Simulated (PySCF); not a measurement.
Gas-phase reaction: GeH4 + 3 HCl = GeHCl3 + 3 H2

Energies from PySCF (xtb for GFN2), thermal terms from the rigid-rotor harmonic-oscillator model, ideal gas at 1 bar. † marks an energy on the PBE0/def2-TZVP geometry and frequencies; other levels use their own. CCSD(T) freezes the core. All species are closed-shell singlets. B3LYP is the form with VWN-RPA correlation. Ge: all electrons, no relativistic terms. CCSD(T) isn't extrapolated to the basis-set limit; its ΔH°(298 K) is -132.6 kJ in def2-SVP and -156.1 kJ in def2-TZVPP. The harmonic model lacks anharmonicity and excited electronic states, which grow with temperature; levels with a mode under 35 cm⁻¹ are left out.

```
level                ΔE electronic, kJ  ΔH°(298 K), kJ  ΔS°(298 K), J/K  ΔG°(600 K), kJ
-------------------  -----------------  --------------  ---------------  --------------
B3LYP/def2-TZVP†                  -146            -159              -57            -129
CCSD(T)/def2-TZVPP†               -143            -156              -57            -126
GFN2-xTB                          -199            -218              -46            -195
HF/def2-TZVP†                     -135            -148              -57            -118
M06-2X/def2-TZVP†                 -207            -220              -57            -190
PBE/def2-SVP                      -149            -162              -54            -133
PBE/def2-TZVP†                    -155            -168              -57            -138
PBE0/def2-TZVP                    -149            -162              -57            -132
r2SCAN/def2-TZVP†                 -173            -186              -57            -156
```
ΔH° is lowest at M06-2X/def2-TZVP† and highest at HF/def2-TZVP†. No reference value is set beside these.
